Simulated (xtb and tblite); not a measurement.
Torsional profile of SMILES c1csc(Oc2ccc[se]2)c1 (C8H6OSSe). Scanned: dihedral S3–C4–O5–C6 and dihedral C4–O5–C6–Se10; all other coordinates were relaxed at GFN2-xTB. Points at φ and −φ are mirror images.

Atom numbering (GFN2-xTB optimised geometry, Å):
```
17

C     -3.4458    -0.1961     0.1926
C     -2.9923     0.8873     0.8660
S     -1.2775     1.0399     0.7679
C     -1.1791    -0.3975    -0.2072
O     -0.0590    -0.9506    -0.7088
C      1.2007    -0.4871    -0.5452
C      1.7323     0.5792     0.1074
C      3.1455     0.6615    -0.0025
C      3.7353    -0.3169    -0.7271
Se     2.4984    -1.5388    -1.4028
C     -2.4152    -0.9366    -0.4243
H     -4.4840    -0.4674     0.1320
H     -3.5438     1.6187     1.4207
H      1.1645     1.3047     0.6599
H      3.7003     1.4567     0.4656
H      4.7850    -0.4293    -0.9252
H     -2.5652    -1.8277    -1.0042
```

Level of theory: GFN2-xTB run with xtb and tblite.

Energy in kJ/mol above the lowest grid point; x is the dihedral S3–C4–O5–C6 (°), y the dihedral C4–O5–C6–Se10 (°).

| y \ x | -150 | -120 | -90 | -60 | -30 | 0 | 30 | 60 | 90 | 120 | 150 | 180 |
|---|---|---|---|---|---|---|---|---|---|---|---|---|
| 180 | 7.0 | 5.3 | 5.4 | 2.9 | 1.9 | 2.0 | 1.9 | 2.9 | 5.4 | 5.3 | 7.0 | 12.2 |
| 150 | 13.0 | 10.1 | 7.7 | 2.7 | 0.0 | 1.3 | 3.7 | 6.5 | 8.2 | 6.1 | 3.7 | 7.5 |
| 120 | 11.1 | 14.8 | 12.8 | 7.8 | 2.7 | 1.9 | 4.7 | 9.0 | 12.2 | 10.6 | 6.7 | 6.3 |
| 90 | 9.2 | 13.9 | 15.3 | 12.2 | 6.7 | 3.4 | 5.2 | 10.0 | 13.5 | 13.3 | 9.7 | 6.6 |
| 60 | 3.9 | 9.2 | 12.2 | 10.4 | 6.6 | 2.9 | 2.1 | 6.3 | 10.0 | 10.3 | 9.2 | 4.8 |
| 30 | 1.5 | 3.9 | 6.9 | 6.2 | 4.1 | 2.4 | 1.0 | 2.2 | 5.3 | 5.7 | 6.5 | 4.9 |
| 0 | 3.6 | 3.0 | 4.0 | 3.0 | 2.4 | 2.1 | 2.4 | 3.0 | 4.0 | 3.0 | 3.6 | 5.4 |
| -30 | 6.5 | 5.7 | 5.3 | 2.2 | 1.0 | 2.4 | 4.1 | 6.2 | 6.9 | 3.9 | 1.5 | 4.9 |
| -60 | 9.2 | 10.3 | 10.0 | 6.3 | 2.1 | 2.9 | 6.6 | 10.4 | 12.2 | 9.2 | 3.9 | 4.8 |
| -90 | 9.7 | 13.3 | 13.5 | 10.0 | 5.2 | 3.4 | 6.7 | 12.2 | 15.3 | 13.9 | 9.2 | 6.6 |
| -120 | 6.7 | 10.6 | 12.2 | 9.0 | 4.7 | 1.9 | 2.7 | 7.8 | 12.8 | 14.8 | 11.1 | 6.3 |
| -150 | 3.7 | 6.1 | 8.2 | 6.5 | 3.7 | 1.3 | 0.0 | 2.7 | 7.7 | 10.1 | 13.0 | 7.5 |

The six lowest points that lie below all their neighbours on the grid: x = -30, y = 150 (0.0 kJ/mol); x = 30, y = -150 (0.0 kJ/mol); x = -30, y = -30 (1.0 kJ/mol); x = 30, y = 30 (1.0 kJ/mol); x = -150, y = 30 (1.5 kJ/mol); x = 150, y = -30 (1.5 kJ/mol). The lowest path on the grid from the first to the second passes x = -30, y = 180 at 1.9 kJ/mol.
